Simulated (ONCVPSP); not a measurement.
**Before and after: ONCV potential for W (Z = 74)**

W (Z = 74), optimised norm-conserving Vanderbilt (ONCV), made with ONCVPSP 4.0.1 (PBE, scalar-relativistic). Core [Xe] 4f14, reference 5d5 6s1. Waves: 6s: rc 2.90 bohr, ncon 4, nbas 9, qcut 2.6 1/bohr, 2 projectors, debl 2.3 Ha; p scattering state at 0.16 Ha: rc 2.50 bohr, ncon 4, nbas 7, qcut 3.3 1/bohr, 2 projectors, debl 2.6 Ha; 5d: rc 2.15 bohr, ncon 4, nbas 8, qcut 8.1 1/bohr, 2 projectors, debl 1 Ha. Local part: polynomial inside 1.45 bohr (lpopt 3, dvloc0 6 Ha). Core correction: none.

Change: functional LDA (Perdew-Wang 92).

Cutoffs: the cutoffs (Ha) at which the residual kinetic energy of the hardest occupied pseudo-wave falls to 1 and 0.1 mHa per electron; they do not see the model core or the augmentation charge, which bear on the density cutoff. Errors are all-electron minus pseudo energies relative to the spin-unpolarised reference configuration.

What does the change do?

The potential gets neither clearly harder nor softer (15 Ha and 19 Ha → 15 Ha and 19 Ha); the bound ghost in p disappears; of the 4 tests that both files solve, the error grows in 0 and shrinks in 3 by more than 15 % and 0.3 meV (median size 30.1 → 18.9 meV); the range in which the p phases agree narrows (upper end 4.2 → 3.2).

```tsv
quantity	base	changed
cutoff, loose	15 Ha	15 Ha
cutoff, tight	19 Ha	19 Ha
loose cutoff by channel	s 2.9 Ha, d 15 Ha	s 2.9 Ha, d 15 Ha
bound ghosts	p	none
GHOST(+) flags under 300 eV	s at 62.6 eV	s at 62.7 eV, p at 92.6 eV
error for 5d4 6s2, meV [ΔE -1.54 eV]	-10	-8.9
error for 5d4 6s1, meV [ΔE 7.34 → 7.58 eV]	-6.5	-2.3
error for 5d4 6s0, meV [ΔE 23.02 → 23.60 eV]	+50	+29
error for 5d3 6s0, meV [ΔE 48.41 → 49.31 eV]	+61	+51
s: phases at 2.95 bohr within 0.05 rad from the reference energy up to (Ha; the scan ends near 5)	2.2	2.2
p: phases at 2.54 bohr within 0.05 rad from the reference energy up to (Ha; the scan ends near 5)	4.2	3.2
d: phases at 2.19 bohr within 0.05 rad from the reference energy up to (Ha; the scan ends near 5)	to the end of the scan	to the end of the scan
```

 A true bound ghost makes a file unfit for plane-wave use even where its test errors are small: the radial tests pick states by their node count and pass the ghost by.
